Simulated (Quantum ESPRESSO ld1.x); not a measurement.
Charge is removed step by step from the 5s1/2 level of the lutetium ion Lu2+, starting from [Xe] 4f14 6s1. All-electron calculation, Dirac Kohn-Sham, LDA (Slater exchange, Perdew-Zunger correlation), spin-unpolarised, spherical densities, point nucleus. Program: ld1.x of Quantum ESPRESSO 7.5.

removed (e)  E - E(0) (eV)  eigenvalue (eV)  E minus straight line (eV)
0                    0.000          -78.528                       0.000
0.25                20.121          -82.447                      -1.497
0.5                 41.229          -86.431                      -2.006
0.75                63.341          -90.473                      -1.512
1                   86.470          -94.571                       0.000

Removing the whole electron costs 86.470 eV by Delta-SCF, against 78.528 eV from minus the eigenvalue at the starting occupation. Slater's transition state (half an electron removed) gives 86.431 eV. Integrating minus the eigenvalue over the occupation (Janak's theorem) gives 86.470 eV. The mean slope of the eigenvalue, de/dn, is 16.0 eV per electron.
